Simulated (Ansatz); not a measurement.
A search over several starts for the lowest SCF solution of Nb4 at the given spin, in a small basis.

```yaml
crystal:
  periodic: [false, false, false]
  atoms:
    - {symbol: Nb, position_ang: [-1.315963, -0.680191, -0.051052]}
    - {symbol: Nb, position_ang: [0.437560, 0.170398, -1.551099]}
    - {symbol: Nb, position_ang: [0.005892, 1.377306, 0.547379]}
    - {symbol: Nb, position_ang: [0.872512, -0.867523, 1.054772]}
basis:
  gaussian: {orbitals: def2-SVP, initial_orbitals: start.molden}
magnetization: {spin_polarized: true, initial_magnetization: 2}
hamiltonian: {xc: pbe0, dispersion: d4}
output: {orbitals: {seedname: orbitals}}
```

The file start.molden holds the orbitals of an earlier run on this structure, at another level or in another basis.

```sh
$ ansatz run in.yaml --threads 4 --pin off --events-out ev --progress --plain --max-ram 3916MiB
```

It prints (some lines left out):

```
Functional definition: PBE0
1288 factors; their error is unknown
mean field evaluation 1: about -6193.4830 eV, gradient 2.4e0 eV
mean field evaluation 2: about -6193.5483 eV, gradient 1.2e-1 eV
mean field evaluation 4: about -6193.6415 eV, gradient 3.7e-2 eV
mean field evaluation 8: about -6193.6415 eV, gradient 6.3e-5 eV
mean field evaluation 16: about -6193.6415 eV, gradient 3.2e-6 eV
mean field evaluation 32: about -6193.6396 eV, gradient 8.5e-2 eV
mean field evaluation 64: about -6193.6415 eV, gradient 4.9e-5 eV
mean field evaluation 96: about -6193.2099 eV, gradient 1.2e0 eV
mean field -6193.64151441 eV, -227.6121274535 hartree, gradient 3.2e-6 eV, S^2 2.121736; 9 other end points of the search recorded, 0 dependent functions left out
reference -6193.64154200 eV, -227.6121284674 hartree; 27, 25 occupied and 97, 99 virtual orbitals, 1288 factors
Total energy: -6193.81543827 eV, -227.6185190376 hartree
```

It took 29 s on 4 threads of Arm Neoverse V2 on a shared host, peak host memory 0.64 GiB.

In the def2 sets Nb takes a core potential; there is no spin–orbit coupling. The charge 0 triplet is spin-contaminated (final ⟨S²⟩ up to 2.12, 2.00 for a pure state). At PBE0-D4/def2-TZVP a singlet of charge 0 lies 0.29 eV below the triplet, each at its own geometry. The structure comes from a short search, and lower isomers may exist.
